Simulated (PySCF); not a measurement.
# `[H]/N=C/C=C(\F)CC=C`, C6H8FN

Cartesian coordinates in Å; atom numbers follow the order of the lines, from 1:
```xyz
16

C    -2.6944    1.1186   -0.0642
C    -2.0805    0.0592    0.4235
C    -1.0444   -0.7334   -0.3272
C     0.2503   -0.7051    0.4174
F     0.2106   -1.4139    1.5669
C     1.3617   -0.0540    0.0731
C     2.5788   -0.0512    0.8564
N     3.5775    0.6035    0.4476
H    -2.4953    1.4828   -1.0586
H    -3.4285    1.6607    0.5064
H    -2.2896   -0.2936    1.4242
H    -1.3793   -1.7732   -0.4006
H    -0.9016   -0.3289   -1.3282
H     1.3812    0.5129   -0.8430
H     2.5476   -0.6387    1.7830
H     4.3983    0.5633    1.0468
```

Method used: GIAO CAM-B3LYP/pcSseg-1 magnetisability, rotational g tensor and spin-rotation constants, non-relativistic, gas phase (PySCF). Geometry: GFN2-xTB.

Q: Give the nuclear spin-rotation constants along the inertial axes (H = +C I·J) beside the isotropic shieldings.

A: Rotational constants 4.2233, 0.9894, 0.8736 GHz. A star marks the isotopologue with that one atom substituted, in its own axes.
| atom | isotope | Caa (kHz) | Cbb (kHz) | Ccc (kHz) | mean (kHz) | σ (ppm) |
| --- | --- | --- | --- | --- | --- | --- |
| F5 | 19F | 6.634 | 1.026 | 0.540 | 2.734 | 283.7 |
| N8 | 14N | 1.382 | 0.152 | 0.075 | 0.536 | -102.7 |
| H9 | 1H | -0.458 | 0.011 | -0.027 | -0.158 | 26.3 |
| H10 | 1H | -0.134 | -0.106 | 0.008 | -0.077 | 26.4 |
| H11 | 1H | -0.421 | 0.005 | -0.015 | -0.144 | 25.4 |
| H12 | 1H | -0.374 | -0.019 | -0.057 | -0.150 | 28.5 |
| H13 | 1H | -0.458 | -0.021 | -0.045 | -0.174 | 29.0 |
| H14 | 1H | -0.434 | 0.053 | -0.068 | -0.150 | 26.1 |
| H15 | 1H | -0.304 | 0.054 | -0.045 | -0.098 | 23.0 |
| H16 | 1H | 0.599 | -0.104 | -0.067 | 0.142 | 20.7 |
| C1 | 13C* | 1.042 | 0.295 | 0.325 | 0.554 | 59.1 |
| C2 | 13C* | 1.118 | 0.341 | 0.351 | 0.603 | 39.8 |
| C3 | 13C* | 0.750 | 0.190 | 0.162 | 0.367 | 140.1 |
| C4 | 13C* | 1.682 | 0.436 | 0.304 | 0.808 | 1.3 |
| C6 | 13C* | 1.233 | 0.369 | 0.214 | 0.605 | 63.4 |
| C7 | 13C* | 1.921 | 0.402 | 0.229 | 0.851 | 15.0 |

For the geometry as given, no vibrational averaging.

Q: How do the rotational constants and the g tensor change when H9, H10, H11, H12, H13, H14, H15, H16 are replaced by deuterium?

A: Constants 3.6358, 0.8762, 0.7813 GHz; g -0.0470, -0.0109, -0.0072, against -0.0544, -0.0123, -0.0081 before.
